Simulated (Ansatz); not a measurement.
## One arrangement of a pair

The pair of F⁻ (SMILES [F-], atom 1) and SbH₃ (SMILES [SbH3], atoms 2–5), both closed shells, in one local arrangement (a lower one may exist), relaxed at PBE0-D4/def2-TZVPD:

F1  (0.555, 1.395, -1.454)
Sb2  (-0.559, 0.202, 0.003)
H3  (0.779, 0.581, 1.008)
H4  (0.160, -1.104, -0.846)
H5  (-0.935, -1.074, 1.289)
(Å)

Computed with Ansatz 0.2.0 (basis: def2-TZVPPD, with def2-QZVPPD for the basis limit); correlated methods freeze the cores. Filled d shells of the heavier atoms are correlated. Core potentials replace the inner electrons of the atoms past krypton. The def2 sets are not built for correlating such inner shells, so the correlated values are less sure here. B3LYP uses VWN-RPA correlation. Extrapolation: Hartree–Fock as exp(−7.88 √X), correlation as X^−2.97. Interaction energies count from these two fragments, frozen as in the pair, with the counterpoise correction; negative means bound.

Task: What is the interaction energy by CCSD(T) at an estimated basis limit (MP2 extrapolated from triple and quadruple zeta, plus CCSD(T) − MP2 in triple zeta)? (To be estimated.)

Result: Computed: -149.2 kJ/mol. Hartree–Fock alone gives -149.8 kJ/mol at the basis limit. It counts from the two fragments frozen as in the pair.

The same quantity by other methods in triple zeta, and each one's difference from that estimate:
```tsv
method	E_int (kJ/mol)	difference
PBE-D4	-145.6	3.6
revPBE-D4	-140.9	8.2
BLYP-D4	-134.7	14.4
r2SCAN-D4	-156.5	-7.3
B97M-V	-166.0	-16.8
PBE0-D4	-153.4	-4.3
B3LYP-D4	-143.7	5.4
HSE06-D4	-153.5	-4.3
wB97X-V	-149.5	-0.4
wB97M-V	-150.0	-0.8
B2PLYP	-137.1	12.1
HF	-145.0	4.1
MP2	-134.3	14.9
CCSD	-135.5	13.7
CCSD(T)	-135.9	13.3
```
Differences are method less estimate.

Task: Which atoms make the shortest contact between the fragments?

Result: F1 and Sb2, 2.19 Å apart.

Energy to bend the free fragments (PBE0-D4 minima) into their shapes in the pair, CCSD(T)/def2-TZVPPD: SbH₃ 20.7 kJ/mol. This must be added to the interaction energy to get the binding energy from relaxed fragments.

Basis-set superposition shift (counterpoise-corrected less uncorrected): CCSD(T) 6.8; MP2 6.9; HF 0.2; PBE0-D4 0.3; wB97M-V 0.2 kJ/mol.

The T1 diagnostic stays at or below 0.023.

For scale, one of the runs: CCSD(T)/def2-TZVPPD, 147 basis functions, launched by `ansatz run in.yaml --threads 2 --pin off --events-out ev --progress --plain --max-ram 5222MiB`. The run took 30 s on 2 CPU threads of an Arm Neoverse V1 (shared host), with 1.1 GiB of host memory at its peak.
